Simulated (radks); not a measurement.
Q: Valence configurations of Nd (all share [Xe]). Calculated with a radial shooting solver on a logarithmic mesh with Libxc functionals: non-relativistic Kohn-Sham, PBEsol, spin-polarised, spherical densities, point nucleus; open shells are filled with parallel spins first (spin-orbit coupling, left out, can overturn this in heavy ions); relativity is left out, which matters for an element this heavy. Order these by energy: 4f4 6s1 6p1; 4f4.5 6s1.5; 4f4 5d2; 4f4 5d1 6s1; 4f3 5d1 6s2; 4f3 6s2 6p1; 4f3.5 6s1.5 6p1; 4f4 6s2.

A: From the lowest, in eV above it: 4f4.5 6s1.5 0.000; 4f4 6s2 0.497; 4f4 5d1 6s1 0.878; 4f4 6s1 6p1 1.909; 4f4 5d2 2.224; 4f3.5 6s1.5 6p1 4.474; 4f3 5d1 6s2 5.780; 4f3 6s2 6p1 8.809. NIST lists [Xe] 4f4 6s2 as the ground configuration; this level of theory puts 4f4.5 6s1.5 lower, by 0.497 eV. The energies are those of spherical high-spin densities, not of single terms. No valid solution was reached for [Xe] 4f5 6s1; [Xe] 4f5 5d1. Relativity is left out, which favours d and f over s occupation in heavy atoms.
